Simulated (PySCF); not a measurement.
# CaF and its ions

PBE0; PySCF, no relativity, basis sets Ca pcseg-1, F pcseg-1. Neutral (UKS): doublet (σ ↑), Re = 1.943 Å, ωe = 633 cm⁻¹, De = 5.61 eV, HOMO -4.14 eV, LUMO -1.87 eV.

CaF⁺ (UKS): singlet (closed shell), Re = 1.875 Å, ωe = 722 cm⁻¹, De = 5.83 eV to Ca⁺ + F. The energies at the minima are -777.11296 hartree for CaF and -776.90092 for CaF⁺.

Task: Work out the adiabatic ionisation energy, without and with harmonic zero-point energies (1 hartree = 27.2114 eV, 1 eV = 8065.5 cm⁻¹), and the change of the bond length.

Result: At PBE0: 0.21204 hartree = 5.770 eV between the minima; the zero-point term (722.0 − 633.0)/2 cm⁻¹ = +0.006 eV makes it 5.775 eV. Re changes by -6.8 pm against the neutral. The electron leaves a σ orbital; in so polar a molecule the change of length follows mostly from the change of the ionic charges.

For an ion De counts to the pair picked by the measured ionisation energies or electron affinities, which need not be the lowest pair at this level. States were picked by a PBE0 search and need not be the measured ground states.
